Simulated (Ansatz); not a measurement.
FH2NbO2S, SMILES `[OH][Nb]([OH])([F])=[S]`. Charge 0, multiplicity 1. Nb: def2 effective core potential.

```xyz
7

O     0.942   -1.433   -0.193
Nb   -0.252   -0.064    0.272
O    -0.811    0.805   -1.294
F    -1.726   -0.781    1.161
S     0.746    1.343    1.541
H     1.849   -1.594    0.072
H    -0.749    1.724   -1.559
```

Question: What are the harmonic wavenumbers in cm⁻¹ at PBE0-D4/def2-TZVP (Ansatz, finite differences of forces, unscaled)? (An estimate is asked.)

Answer: Computed: 180, 183, 188, 200, 215, 352, 355, 512, 527, 588, 692, 744, 753, 3912, 3916.

Question: Is this a minimum?

Answer: Yes, all 15 modes are real.

Question: Give the ideal-gas thermochemistry at 298.15 K and 1 bar (rigid rotor, harmonic oscillator; point group Cs, symmetry number 1).

Answer: Zero-point energy 79.7 kJ/mol; H(298) − E = 101.3 kJ/mol; entropy 355.4 J/(mol·K), of which translation 173.5, rotation 115.7, vibration 66.2; G(298) − E = -4.7 kJ/mol.

Question: And at 400, 500, 600, 800 and 1000 K?

Answer: 
```csv
T (K),H − E (kJ/mol),S (J/mol/K),G − E (kJ/mol)
400,113.1,389.2,-42.6
500,125.5,416.9,-83.0
600,138.4,440.4,-125.9
800,165.1,478.8,-217.9
1000,192.6,509.5,-316.9
```
